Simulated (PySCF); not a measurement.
## P²⁺: ionisation energy

P²⁺ [Ne] 3s2 3p1 (2P) → P³⁺ [Ne] 3s2 (1S), as a difference of total energies. Calculation: PySCF 2.14, in x2c-QZVPPall with one added diffuse shell each of s, p, d, f type (10s7p5d3f1g, 86 functions); the spin-free X2C one-electron Hamiltonian (Gaussian nucleus). Correlated levels: valence: [Ne] frozen; valence and next inner shell: 1s2 frozen. The calculations carry no spin-orbit coupling.

```
                                method  ionisation energy (eV)  plus first-order spin-orbit estimate  error of that sum (eV)
                                   UHF                  29.580                                29.622                  -0.581
                                   LDA                  30.196                                30.238                  +0.035
                                   PBE                  30.233                                30.275                  +0.072
                                  PBE0                  30.255                                30.297                  +0.094
                                r2SCAN                  30.366                                30.408                  +0.205
                               wB97X-V                  30.073                                30.114                  -0.089
                                B2PLYP                  30.090                                30.132                  -0.071
                               LC-wPBE                  30.421                                30.463                  +0.260
                                 B3LYP                  30.272                                30.314                  +0.111
                         MP2 (valence)                  29.912                                29.953                  -0.250
                     SCS-MP2 (valence)                  29.905                                29.947                  -0.256
    MP2 (valence and next inner shell)                  29.927                                29.968                  -0.235
SCS-MP2 (valence and next inner shell)                  29.916                                29.957                  -0.246
```

Reference: 30.203 eV (measured; NIST Atomic Spectra Database, ionization energies).

A first-order spin-orbit estimate (lowest level to lowest level, LS coupling) adds 0.041 eV.

Errors of the correlated levels include the incompleteness of this basis and the frozen core.
